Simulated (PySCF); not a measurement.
How methods differ on the ionisation energy of Ca¹³⁺

Ca¹³⁺ [He] 2s2 2p3 [2p1/2^2 2p3/2^1, M_J = 3/2] → Ca¹⁴⁺ [He] 2s2 2p2 [2p1/2^2, M_J = 0], as a difference of total energies. All numbers are calculated (PySCF 2.14, the two-component X2C-1e Hamiltonian, in an uncontracted even-tempered set (18 s from 2.3 bohr⁻², ratio 2.4; 11 p from 3 bohr⁻², ratio 2.4; 5 d from 13 bohr⁻², ratio 2.6; 5 f from 19 bohr⁻², ratio 2.6)). Correlated levels: nothing frozen; the 30 highest virtual spinors dropped. "Screened" scales the spin-orbit matrix elements by Boettger's factors to mimic the two-electron term; Breit and QED terms are absent.

```
                    method  ionisation energy (eV)
           GHF (spin-free)                  820.52
          GMP2 (spin-free)                  820.78
 GHF (screened spin-orbit)                  818.76
GMP2 (screened spin-orbit)                  818.96
```

**Question.** How much does correlation contribute at GMP2 (screened spin-orbit)?

**Answer.** 818.96 − (818.76) = 0.20 eV, measured against GHF (screened spin-orbit).

The labels give the starting determinants; with spin-orbit coupling the two ends relaxed to ⟨J²⟩ = 3.75, ⟨L²⟩ = 0.03, ⟨S²⟩ = 3.71 and ⟨J²⟩ = 1.42, ⟨L²⟩ = 1.95, ⟨S²⟩ = 1.95.

The determinant of Ca¹⁴⁺ mixes levels of different J (the jj label is only the starting occupation), so the difference between spin-free and spin-orbit rows is not the physical spin-orbit shift.

For comparison: 817.2 ± 0.6 eV (semi-empirical (NIST evaluation); NIST Atomic Spectra Database, ionization energies).
